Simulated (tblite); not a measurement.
Input of a run (GFN2-xTB geometry optimisation, gas phase (tblite 0.8.0)), started from a force field or distance geometry:
```
{"job": {"kind": "relax", "xc": "GFN2-xTB", "basis": "xTB"}, "charge": 0, "multiplicity": 1}
Si     2.715200    -1.260300     0.383500
C      0.986900    -0.694500    -0.187800
C     -0.047000    -1.552600    -0.107500
C     -1.515100    -1.334900    -0.452000
C     -2.071900     0.070600    -0.617000
C     -1.930300     0.947300     0.582500
C     -0.855600     1.678800     0.940100
C      0.511300     1.780200     0.311900
C      0.948000     0.714400    -0.715800
H      2.601600    -2.541800     1.130500
H      3.291200    -0.215600     1.259700
H      3.568500    -1.441700    -0.805900
H      0.120000    -2.558000     0.274500
H     -1.724800    -1.917600    -1.356200
H     -2.095400    -1.815900     0.359400
H     -3.148900    -0.014300    -0.819700
H     -1.670400     0.560500    -1.515500
H     -2.809700     0.999500     1.220800
H     -0.960100     2.284300     1.851100
H      0.579700     2.764600    -0.159900
H      1.237500     1.789600     1.127300
H      1.933500     1.014000    -1.088800
H      0.330900     0.770400    -1.605200
```

Output (eV, eV/Å):
```
step      E/eV     max force
  0    -705.82492    1.535
  1    -705.87253    1.193
  2    -705.89701    0.396
  3    -705.91335    0.362
  4    -705.92882    0.361
  5    -705.93341    0.218
  6    -705.93580    0.097
  7    -705.93700    0.096
  8    -705.93837    0.078
  9    -705.93957    0.084
 10    -705.94112    0.087
 11    -705.94294    0.094
 12    -705.94501    0.097
 13    -705.94702    0.093
 14    -705.94895    0.093
 15    -705.95078    0.088
 16    -705.95235    0.075
 17    -705.95344    0.051
 18    -705.95415    0.050
 19    -705.95468    0.041
 20    -705.95514    0.049
 21    -705.95552    0.037
 22    -705.95581    0.036
 23    -705.95605    0.036
 24    -705.95630    0.034
 25    -705.95653    0.034
 26    -705.95676    0.034
 27    -705.95699    0.034
 28    -705.95724    0.039
 29    -705.95751    0.039
 30    -705.95776    0.035
 31    -705.95798    0.037
 32    -705.95820    0.035
 33    -705.95849    0.043
 34    -705.95887    0.043
 35    -705.95931    0.042
 36    -705.95974    0.040
 37    -705.96017    0.044
 38    -705.96068    0.059
 39    -705.96136    0.069
 40    -705.96223    0.063
 41    -705.96331    0.082
 42    -705.96466    0.094
 43    -705.96630    0.101
 44    -705.96806    0.092
 45    -705.96969    0.079
 46    -705.97116    0.079
 47    -705.97264    0.085
 48    -705.97420    0.075
 49    -705.97565    0.077
 50    -705.97685    0.083
 51    -705.97725    0.121
 52    -705.97906    0.105
 53    -705.98050    0.080
 54    -705.98341    0.083
 55    -705.98490    0.096
 56    -705.98687    0.127
 57    -705.98861    0.106
 58    -705.99054    0.135
 59    -705.99291    0.077
 60    -705.99617    0.078
 61    -705.99730    0.065
 62    -705.99903    0.094
 63    -706.00002    0.079
 64    -706.00116    0.095
 65    -706.00200    0.052
 66    -706.00251    0.044
 67    -706.00287    0.038
 68    -706.00334    0.048
 69    -706.00367    0.052
 70    -706.00400    0.041
 71    -706.00430    0.034
 72    -706.00455    0.028
 73    -706.00470    0.025
 74    -706.00480    0.021
 75    -706.00487    0.019
 76    -706.00492    0.014
 77    -706.00496    0.010
```

Q: Summarise the run.

A: The energy falls by 0.180 eV over 77 L-BFGS steps, the largest force on an atom goes from 1.54 to 0.010 eV/Å, and the atoms move by 0.464 Å rms after alignment. Among the bonds, Si1–C2, C4–C5, C6=C7 and Si1–H10 change most and about equally (-0.025 to +0.024 Å). Bonds longer at the end by more than 0.005 Å: 2 of 23; shorter: 13. Among the angles that change most is C3–C4–C5, from 120.6° to 115.0°. Among the dihedrals that turn most is C2–C3–C4–H14, from 110° to 77°. The energy never rose by more than 1e-5 eV on the way. The first step brought 26 % of the lowering.

Q: What are the final bond lengths?

A: Si1–C2 1.883 Å, C2=C3 1.331 Å, C3–C4 1.504 Å, C4–C5 1.545 Å, C5–C6 1.497 Å, C6=C7 1.324 Å, C7–C8 1.503 Å, C8–C9 1.541 Å, C2–C9 1.504 Å, Si1–H10 1.463 Å, Si1–H11 1.467 Å, Si1–H12 1.468 Å, C3–H13 1.083 Å, C4–H14 1.095 Å, C4–H15 1.092 Å, C5–H16 1.092 Å, C5–H17 1.089 Å, C6–H18 1.082 Å, C7–H19 1.082 Å, C8–H20 1.095 Å, C8–H21 1.092 Å, C9–H22 1.093 Å, C9–H23 1.090 Å. Numbering counts from 1 in the input's order; the species is `[SiH3]/C1=C/CC/C=C\CC1`.

Its GFN2-xTB frequencies are all real (lowest 59 cm⁻¹). One conformer, not necessarily the lowest.

These are computed values.
